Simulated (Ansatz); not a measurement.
C₂H₅O₂, SMILES [O]CCO, multiplicity 2.

Geometry optimised at ωB97X-D3(BJ)/def2-SVP. The isomer is the one that the SMILES or the coordinates give; other isomers of the formula were not compared. Other conformers were not sampled.

Two levels are set side by side: PBE/def2-SVPD (Ansatz, a first-principles code) and PBE0/def2-SVPD (Ansatz). Energy differences of separate SCF runs at the same geometry; the states with an electron removed or added have multiplicity 3 and 1. Differences are taken from unrounded values.

```json
[
 {"quantity": "vertical ionisation energy (eV)", "PBE0": "9.89"},
 {"quantity": "vertical electron affinity (eV)", "PBE0": "1.56"}
]
```

**Question.** What does PBE give, and how far is it from PBE0? (An estimate is asked for; the answer gives what the named calculation found.)

**Answer.** 
```json
[
 {"quantity": "vertical ionisation energy (eV)", "PBE": "9.50", "PBE minus PBE0": "-0.39"},
 {"quantity": "vertical electron affinity (eV)", "PBE": "1.71", "PBE minus PBE0": "0.15"}
]
```
